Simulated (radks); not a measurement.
Question: The mean radii <r> (bohr) of the occupied orbitals of an atom or ion are listed with their occupations. Calculated with a radial shooting solver on a logarithmic mesh with Libxc functionals: Dirac Kohn-Sham, BLYP, spin-unpolarised, spherical densities, point nucleus.

| orbital | occ. | <r> |
|---|---|---|
| 1s1/2 | 2 | 0.1306 |
| 2s1/2 | 2 | 0.6972 |
| 2p1/2 | 2 | 0.6864 |
| 2p3/2 | 4 | 0.6887 |
| 3s1/2 | 1 | 2.775 |

Name the element and its charge. Open shells, if any, fill j = l - 1/2 first.

Answer: Z = 12, magnesium, charge +1: Mg+ in [Ne] 3s1. The 1s radius gives Z: for a bare nucleus <r> = (2 gamma + 1)/(2Z) with gamma = sqrt(1 - (Z/c)^2), 0.1247 bohr for Z = 12, and screening makes it slightly larger (0.1306 here). The occupations add up to 11, and the charge is Z minus that.
